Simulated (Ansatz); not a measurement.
Start from `N[Si](O)(Cl)Cl` and change one atom or group to get `O[SiH](Cl)Cl`.

Ansatz, PBE0-D4/def2-TZVP geometries, multiplicity 1. Each molecule was computed in one conformer, which needn't be the lowest.

```
                                      property  `N[Si](O)(Cl)Cl`
          HOMO–LUMO gap (PBE0/def2-TZVPP) / eV              8.64
            HOMO energy (PBE0/def2-TZVPP) / eV             -8.22
size of the dipole moment (PBE/def2-TZVPP) / D              2.86
             HOMO energy (PBE/def2-TZVPP) / eV             -6.72
            LUMO energy (PBE0/def2-TZVPP) / eV              0.42
         HOMO–LUMO gap (B3LYP/def2-TZVPP) / eV              8.01
```

(1) What does the change do to each property? (An estimate is asked.)

## Answers

(1) Ansatz gave: 
| property | `O[SiH](Cl)Cl` | shift |
| --- | --- | --- |
| HOMO–LUMO gap (PBE0/def2-TZVPP) / eV | 9.58 | 0.94 |
| HOMO energy (PBE0/def2-TZVPP) / eV | -9.21 | -0.99 |
| size of the dipole moment (PBE/def2-TZVPP) / D | 1.08 | -1.78 |
| HOMO energy (PBE/def2-TZVPP) / eV | -7.73 | -1.01 |
| LUMO energy (PBE0/def2-TZVPP) / eV | 0.37 | -0.05 |
| HOMO–LUMO gap (B3LYP/def2-TZVPP) / eV | 8.96 | 0.95 |

With PBE0 the HOMO falls by 0.99 eV and the LUMO falls by 0.05 eV, so the gap widens by about 0.94 eV. PBE moves the HOMO by -1.01 eV and ωB97M-V by -0.91 eV. Dipoles are sizes alone; their direction can turn.

B3LYP here is the variant with VWN-RPA as its local correlation; programs differ in this.
